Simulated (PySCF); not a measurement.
Si(OH)4 cation (H4O4Si), SMILES O[Si](O)(O)O (connectivity only; charge and spin as stated), charge +1, multiplicity 2.

Coordinates come from a ωB97X-D3(BJ)/def2-SVP optimisation. The multiplicity is an assumed one; no other spin state was optimised. The isomer is the one that the SMILES or the coordinates give; other isomers of the formula were not compared. Other conformers were not sampled.

Computed with PySCF with SMD-M06-2X/6-31G*.

Solvation free energies are E(SMD) − E(gas) at the gas-phase geometry, for 1 M in both phases.

| solvent | ΔG(solv) (kcal/mol) | its non-electrostatic (CDS) part |
|---|---|---|
| water | -72.2 | 2.7 |
| n-hexane | -28.6 | -1.7 |
| 1-octanol | [?] | [?] |

**Question.** Some entries are withheld; supply them. (Estimate from the structure and the level; the computed values follow.)

**Answer.** 
- 1-octanol, ΔG(solv) (kcal/mol): -65.2
- 1-octanol, its non-electrostatic (CDS) part: 1.6
